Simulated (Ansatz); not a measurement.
# One reagent, a row of partners

Four-centre ligand exchange: BCl₃ ([Cl][B]([Cl])[Cl]) meets different reagents, and the same bond of it breaks. Each row is one chosen step, not always the lowest open to these reactants.

Gas-phase electronic energies, without zero-point energy, by CCSD(T) at an estimated basis limit (MP2 extrapolated from triple and quadruple zeta, plus CCSD(T) − MP2 in triple zeta); Ansatz 0.2.0, def2-TZVPP and QZVPP, frozen cores, on PBE0-D4/def2-TZVP structures. Extrapolation: Hartree–Fock as exp(−7.88 √X), correlation as X^−2.97. All energies, in eV, count from the separated reactants, without counterpoise correction; the start and end structures are the complexes reached by relaxing down from the saddle, and deeper ones may exist. Brackets give SMILES, or, where every atom is bracketed, only which atoms are joined. Steps whose reference was doubtful or whose search ended elsewhere are left out.

| reactants | products | broken | formed | start structure | saddle | end structure | saddle by PBE-D4/TZ |
| --- | --- | --- | --- | --- | --- | --- | --- |
| BCl₃ ([Cl][B]([Cl])[Cl]) + HF | BCl₂F ([F][B]([Cl])[Cl]) + HCl | B–Cl, F–H | B–F, Cl–H | -0.079 | ? | -0.645 | 0.474 |
| BCl₃ ([Cl][B]([Cl])[Cl]) + NH₃ | BNH₂Cl₂ ([NH2][B]([Cl])[Cl]) + HCl | B–Cl, H–N | B–N, Cl–H | -1.190 | 0.282 | -0.598 | 0.035 |
| Si₂NH₇ ([SiH3][NH][SiH3]) + BCl₃ ([Cl][B]([Cl])[Cl]) | BSi₂NH₆Cl₂ ([SiH3][N]([SiH3])[B]([Cl])[Cl]) + HCl | B–Cl, H–N | B–N, Cl–H | -0.805 | 0.485 | -0.494 | 0.251 |

Task: What is the height of the saddle for BCl₃ ([Cl][B]([Cl])[Cl]) + HF? (Judge from chemistry; the value comes from the calculation.)

Result: By the calculation: 0.801 eV relative to the separated reactants, the highest of the series; above its start structure the barrier is 0.801 − (-0.079) ≈ 0.881 eV.

Task: How do the PBE-D4 saddles lie against the coupled-cluster estimate?

Result: All lower, by 0.234 to 0.327 eV.

No T1 diagnostic of these runs exceeds 0.012.

For scale, one of the runs: CCSD(T)/def2-TZVPP, 370 basis functions, launched by `ansatz run in.yaml --threads 4 --pin off --events-out ev --progress --plain --max-ram 66560MiB --backend cuda --devices 0, --max-vram 37GiB`. Time: 16 s of wall clock on 4 CPU threads of an AMD EPYC 7R13 and a share of one NVIDIA H100; the host was shared. Peak host memory: 0.9 GiB.
